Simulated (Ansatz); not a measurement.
CH$_{4}$AlFO, SMILES `[OH][AlH][CH2]F`, charge 0, multiplicity 1.

Give a relaxed structure at PBE0-D4/def2-TZVP (Ansatz 0.2.0). (Best estimate.)

The calculation gave: 
```xyz
8

O    -1.9423   -0.1122   -0.3214
Al   -0.5169    0.1172    0.5687
C     1.1415   -0.0859   -0.4850
F     2.2616    0.1240    0.3304
H    -2.8224   -0.0480    0.0446
H    -0.5530    0.4636    2.1118
H     1.1968    0.6250   -1.3184
H     1.2347   -1.0837   -0.9307
```
Point group Cs.
